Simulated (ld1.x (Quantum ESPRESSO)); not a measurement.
**Reading a pseudo-wave (Dy (Z = 66))**

Columns: radius, all-electron u(r) and pseudo u(r) of the 5s shell (level -49.06 eV) of dysprosium in the configuration [Kr] 4d10 4f10 5s2 5p6 5d0 6s2 6p0; LDA (PZ), scalar-relativistic, TM scheme, ld1.x (Quantum ESPRESSO) 7.5.

```csv
r (bohr),all-electron,pseudo
0.173,0.3753,0.1969
0.345,-0.4138,0.3848
0.518,-0.3949,0.5583
0.690,0.2363,0.7069
0.862,0.7513,0.8220
1.035,0.9956,0.8930
1.208,1.0298,0.9091
1.380,0.9469,0.8681
1.553,0.8130,0.7779
1.725,0.6695,0.6592
1.898,0.5350,0.5334
2.070,0.4194,0.4193
2.242,0.3239,0.3239
2.415,0.2471,0.2471
2.588,0.1868,0.1868
2.760,0.1406,0.1406
2.932,0.1052,0.1052
3.105,0.0783,0.0783
3.278,0.0581,0.0581
3.450,0.0430,0.0430
3.623,0.0317,0.0317
3.795,0.0234,0.0234
3.968,0.0172,0.0172
4.140,0.0126,0.0126
4.312,0.0093,0.0093
4.485,0.0068,0.0068
```

Problem. How many radial nodes do the two functions have?

Solution. The all-electron 5s function has n − l − 1 = 4 (the table is too coarse to show those close to the nucleus); the pseudo-wave has 0, since the states of the same l below it are removed with the core.

Problem. At about which radius was the pseudo-wave matched?

Solution. 2.25 bohr. The columns agree to 0.0005 from 2.07 bohr on; several derivatives are matched, so the curves merge somewhat inside the radius.

Problem. Is the pseudo-wave norm-conserving?

Solution. Yes: the TM scheme keeps the norm inside the radius equal to the all-electron one, which fixes the energy derivative of the logarithmic derivative at the level.
